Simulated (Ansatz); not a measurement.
**Ansatz input wanted**

[SiF3]+ has 4 atoms, charge +1, and is taken as a singlet. As SMILES of the parent species, `F[Si](F)F`. Geometry: optimised at B3LYP/def2-SVP.

```xyz
4

F     0.7239   -0.4571    1.2895
Si    0.0004   -0.0003   -0.0003
F    -1.1413   -0.8609   -0.5935
F     0.4170    1.3183   -0.6957
```

Settings wanted:

```json
{
  "basis set": "def2-TZVPP",
  "core potential": "none",
  "integral approximation": "automatic",
  "task": "energy",
  "method": "DFT",
  "functional": "BLYP",
  "reference": "RKS",
  "accuracy": "medium"
}
```

Give an Ansatz 0.2.0 job that does this.

One that was run (others would do as well):

in.yaml:
```yaml
crystal:
  periodic: [false, false, false]
  atoms:
    - {symbol: F, position_ang: [0.723879, -0.457143, 1.289506]}
    - {symbol: Si, position_ang: [0.000375, -0.000294, -0.000319]}
    - {symbol: F, position_ang: [-1.141274, -0.860867, -0.593510]}
    - {symbol: F, position_ang: [0.417020, 1.318304, -0.695678]}
basis:
  gaussian: {orbitals: def2-TZVPP}
total_charge: 1
hamiltonian: {xc: {name: BLYP}}
```

```bash
$ ansatz run in.yaml --threads 1 --pin off --max-ram 3480MiB --events-out events.jsonl --progress --plain --runs-dir runs
```

Calculated total energy: -588.96792 Eh.
